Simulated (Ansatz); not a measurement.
Consider the redistribution: `[F][GeH2][SH]` + `[Cl][SnH2][GeH3]` → `[F][GeH]([SH])[Cl]` + `[GeH3][SnH3]`.

Gas-phase electronic energies from Ansatz, PBE0-D4/def2-TZVP geometries. CBS: MP2 limit from def2 TZ/QZ plus the TZ coupled-cluster correction, frozen cores. def2 core potentials past Kr. For Ge, Sn outer-core shells are correlated without core-valence functions, which leaves a few kJ/mol of doubt a bond. Scalar relativity is left out up to krypton. One conformer a species, not always the lowest.

```json
{"species": "`[F][GeH2][SH]`", "HF/def2-QZVPP energy (Eh)": "-2574.26408"}
{"species": "`[Cl][SnH2][GeH3]`", "HF/def2-QZVPP energy (Eh)": "-2751.24036"}
{"species": "`[F][GeH]([SH])[Cl]`", "HF/def2-QZVPP energy (Eh)": "-3033.26012"}
{"species": "`[GeH3][SnH3]`", "HF/def2-QZVPP energy (Eh)": "-2292.23493"}
```

Question: Work out ΔE.

Answer: ΔE = (-3033.26012) + (-2292.23493) − (-2574.26408) − (-2751.24036) = 0.00939 Eh = +5.9 kcal/mol. CCSD(T)/CBS gives +5.0 kcal/mol.

Largest T1 diagnostic among the species: 0.012.

In def2-TZVPP, CCSD(T) changes the Hartree–Fock value by −2.8 kcal/mol (the triples alone add −0.4 kcal/mol) and MP2 by −2.5 kcal/mol. Leaving LDA and LC-ωPBE aside and taking each functional with its dispersion term where it has one, the values, not all of them listed here, spread over 1.4 kcal/mol, from PBE-QIDH to BHLYP-D4. LDA lies −1.8 kcal/mol from PBE without D4. At CCSD(T), def2-SVP lies −2.4 kcal/mol from the extrapolated value and def2-TZVPP −2.4 kcal/mol.
